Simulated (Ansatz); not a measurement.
Geometry optimisation, RKS r2SCANh-D4/6-31G* in Ansatz 0.2.0.

Input:

```yaml
crystal:
  periodic: [false, false, false]
  atoms:
    - { symbol: Al, position_ang: [-1.0978, 2.0707, -0.7327] }
    - { symbol: "N", position_ang: [-0.3728, 0.7267, 0.3022] }
    - { symbol: C, position_ang: [0.1099, -0.3213, -0.2374] }
    - { symbol: Si, position_ang: [0.9498, -1.6087, 0.8553] }
    - { symbol: H, position_ang: [-1.1739, 1.9831, -2.3539] }
    - { symbol: H, position_ang: [-1.7679, 3.4181, -0.0328] }
    - { symbol: H, position_ang: [-0.13841, 0.42114, 1.26827] }
    - { symbol: H, position_ang: [-0.1178, -2.1202, 1.7627] }
    - { symbol: H, position_ang: [1.3964, -2.6994, 0.0695] }
    - { symbol: H, position_ang: [1.9775, -1.0363, 1.6665] }
basis:
  gaussian: { orbitals: "6-31G*" }
hamiltonian:
  xc: r2scanh
  dispersion: d4
relax:
  f_tol: 0.02
  max_steps: 50
output:
  orbitals: {}
```

Launched with:

```bash
$ ansatz run input.yaml --threads 2 --pin off --max-ram 3072MiB --backend cpu --events-out ev --progress --plain --runs-dir out
```

Question: Where does it end, and by what steps?

Answer: The run converged. The force dipped under the threshold on the way, but the program's further checks kept it going. After 22 steps the energy has fallen by 2.795 eV; H6 moved furthest, 1.73 Å. Joined: Al1–C3.

| step | energy less start (eV) | largest force component (eV/Å) | accepted |
| --- | --- | --- | --- |
| 0 | 0.0000 | 4.882 | yes |
| 1 | -0.9567 | 1.957 | yes |
| 2 | -1.3044 | 0.877 | yes |
| 3 | -1.3181 | 0.528 | yes |
| 4 | -1.3326 | 0.308 | yes |
| 5 | -1.3423 | 0.156 | yes |
| 6 | -1.3646 | 0.299 | yes |
| 7 | -1.4096 | 0.600 | yes |
| 8 | -1.5114 | 0.691 | yes |
| 9 | -1.6001 | 0.561 | yes |
| 10 | -1.7111 | 0.682 | yes |
| 11 | -1.8619 | 0.740 | yes |
| 12 | -1.9864 | 1.134 | yes |
| 13 | -2.1180 | 1.070 | yes |
| 14 | -2.3266 | 0.832 | yes |
| 15 | -2.5523 | 0.846 | yes |
| 16 | -2.6882 | 0.442 | yes |
| 17 | -2.7685 | 0.198 | yes |
| 18 | -2.7800 | 0.400 | yes |
| 19 | -2.7896 | 0.131 | yes |
| 20 | -2.7944 | 0.034 | yes |
| 21 | -2.7951 | 0.014 | yes |
| 22 | -2.7954 | 0.018 | yes |

```xyz
10
Properties=species:S:1:pos:R:3
Al -1.049 1.558 -0.782
N 0.204 1.279 0.670
C -0.085 0.110 0.184
Si 0.572 -1.552 0.765
H -0.394 2.111 -2.119
H -2.531 1.890 -0.319
H 0.851 1.413 1.455
H -0.584 -2.383 1.186
H 1.261 -2.203 -0.377
H 1.520 -1.389 1.905
```

Run time: 39 s on 2 threads of Intel(R) Xeon(R) 6975P-C (Granite Rapids), on a shared host, peak memory 0.2 GiB.
